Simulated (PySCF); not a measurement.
## Two-dimensional NMR puzzle

Compound of formula C$_{5}$H$_{11}$ClOSi$_{2}$. Correlations simulated from computed shifts and the bond graph:

HSQC (one-bond C–H):
```tsv
δH	δC
7.42	160.3
2.63	26.3
0.26	-6.4
```

COSY cross peaks (H two or three bonds apart, from the bond graph; peaks can be absent where the dihedral angle is near 90°):
```tsv
δH	δH
7.42	4.51
4.51	0.26
4.01	2.63
```

HMBC (two and three bonds, from the bond graph):
```tsv
δH	δC
7.42	202.9, 147.0, -6.4
4.51	160.3, 147.0, -6.4
4.01	202.9, 26.3
2.63	202.9, 147.0
0.26	160.3
```

Carbons without hydrogens: δ 202.9, 147.0.

No relativistic terms, no solvent, one computed conformer, averaged over atoms made equivalent by symmetry, fast rotation or ring inversion. NMR shieldings at PBE0/pcSseg-1/GIAO; GFN2-xTB geometry; PySCF 2.14.0 with density-fitted response routines.

δ = σ(ref) − σ, references computed at the same level: $^{1}$H and $^{13}$C against TMS.

Exchangeable hydrogens are left out of these lists.

Q: Work out the connectivity.

A: SMILES C[SiH2]/C=C(/Cl)C(=O)C[SiH3].

Structure with atom numbers: `[CH3:1][SiH2:2]/[CH:3]=[C:4](/[Cl:5])[C:6](=[O:7])[CH2:8][SiH3:9]` (H(Xn): hydrogen on atom n).

δC 202.9 is C6, a ketone carbonyl carbon. δC 160.3 is C3, a β carbon of a C=C–C=O unit (δH 7.42). δC 147.0 is C4, an α carbon of a C=C–C=O unit. δC 26.3 is C8, an sp3 CH2 bonded to Si, α to a carbonyl (δH 2.63). δC -6.4 is C1, a methyl carbon bonded to Si (δH 0.26). HMBC from δH 7.42 reaches the proton-free carbons C6, C4. HMBC from δH 4.51 reaches the proton-free carbon C4. HMBC from δH 4.01 reaches the proton-free carbon C6. HMBC from δH 2.63 reaches the proton-free carbons C6, C4. COSY links 7.42–4.51, 4.51–0.26, 4.01–2.63.

The data come from this structure; uniqueness wasn't tested.

Carbons that carry Cl, above all several Cl atoms, come out too deshielded, partly because spin–orbit coupling is missing. Shifts are as computed. Against solution values, carbons near 30 ppm lie about +3 ppm off and those near 130 ppm about +5 ppm; carbons on Cl a further +6 ppm. Of 1211 compounds with measured shifts, 218 miss one by over three times the rms of a fit or turn the order of signals round; such compounds aren't used in these exercises.
